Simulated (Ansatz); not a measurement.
One change: `[BH2][GaH][OH]` becomes `[NH2][GaH][OH]`.

Ansatz, PBE0-D4/def2-TZVP geometries, multiplicity 1. Each molecule was computed in one conformer, which needn't be the lowest.

Scalar relativity is left out up to krypton.

```json
{"property": "LUMO energy (ωB97M-V/def2-TZVPP) / eV", "`[BH2][GaH][OH]`": "-0.66"}
{"property": "size of the dipole moment (ωB97M-V/def2-TZVPP) / D", "`[BH2][GaH][OH]`": "2.10"}
{"property": "zero-point energy (PBE0-D4/def2-TZVP) / kJ/mol", "`[BH2][GaH][OH]`": "104.6"}
{"property": "size of the dipole moment (PBE/def2-TZVPP) / D", "`[BH2][GaH][OH]`": "1.85"}
{"property": "HOMO energy (PBE0/def2-TZVPP) / eV", "`[BH2][GaH][OH]`": "-7.64"}
{"property": "HOMO energy (B3LYP/def2-TZVPP) / eV", "`[BH2][GaH][OH]`": "-7.45"}
```

(1) Give the same properties after the change, and the shifts. (An estimate is asked.)

Answers

(1) The calculation gave: 
```json
{"property": "LUMO energy (ωB97M-V/def2-TZVPP) / eV", "`[NH2][GaH][OH]`": "1.58", "shift": "2.24"}
{"property": "size of the dipole moment (ωB97M-V/def2-TZVPP) / D", "`[NH2][GaH][OH]`": "2.31", "shift": "0.21"}
{"property": "zero-point energy (PBE0-D4/def2-TZVP) / kJ/mol", "`[NH2][GaH][OH]`": "119.6", "shift": "15.0"}
{"property": "size of the dipole moment (PBE/def2-TZVPP) / D", "`[NH2][GaH][OH]`": "2.32", "shift": "0.47"}
{"property": "HOMO energy (PBE0/def2-TZVPP) / eV", "`[NH2][GaH][OH]`": "-7.40", "shift": "0.24"}
{"property": "HOMO energy (B3LYP/def2-TZVPP) / eV", "`[NH2][GaH][OH]`": "-7.16", "shift": "0.29"}
```

With PBE0 the HOMO rises by 0.24 eV and the LUMO rises by 2.50 eV, so the gap widens by about 2.26 eV. PBE moves the HOMO by 0.45 eV and ωB97M-V by 0.00 eV. Dipoles are sizes alone; their direction can turn.

B3LYP here is the variant with VWN-RPA as its local correlation; programs differ in this.
